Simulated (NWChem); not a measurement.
Molecule: VH2O3Cl; SMILES [OH][V](=[O])([OH])[Cl]

```xyz
7

V      0.0399     0.3238     0.0000
O      1.5374     0.7429     0.0000
Cl    -0.0656    -1.8640     0.0000
O     -0.7314     0.9681    -1.4342
H     -0.1997     1.4044    -2.1206
O     -0.7314     0.9681     1.4342
H     -0.1997     1.4044     2.1206
```
Atoms are numbered in this order, from 1.

Results from NWChem. Structure relaxed at the B3LYP/6-31G* (spherical d) level.

Q: Estimate the computed values for B3LYP/STO-3G. Quantities: highest occupied level (eV); orbital gap (eV); dipole (D).

A: The highest occupied level (eV) is -5.70 and the orbital gap (eV) comes out as 7.37. The dipole (D) comes out as 3.75.
